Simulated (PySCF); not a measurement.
Level of theory: B3LYP-D3(BJ)/def2-TZVP // TPSS-D3(BJ)/def2-SVP (PySCF). Isolated molecules, 0 K electronic values unless said otherwise. B3LYP has the VWN-RPA correlation part, as in Gaussian. 

Reference species: [Zn(Cl)(F)] (neutral, multiplicity 1).

```json
{
 "charge on the central atom (Mulliken)": "0.77 e",
 "coordination_number": "2"
}
```

Changed species: [Zn(Cl)2] (0 of 2 Cl replaced by F; the reference has 1 of 2 Cl replaced by F).

What does the change do to the charge on the central atom (Mulliken) and coordination number?

the charge on the central atom (Mulliken) drops by 0.17 e, to 0.60 e; the coordination number stays essentially unchanged.
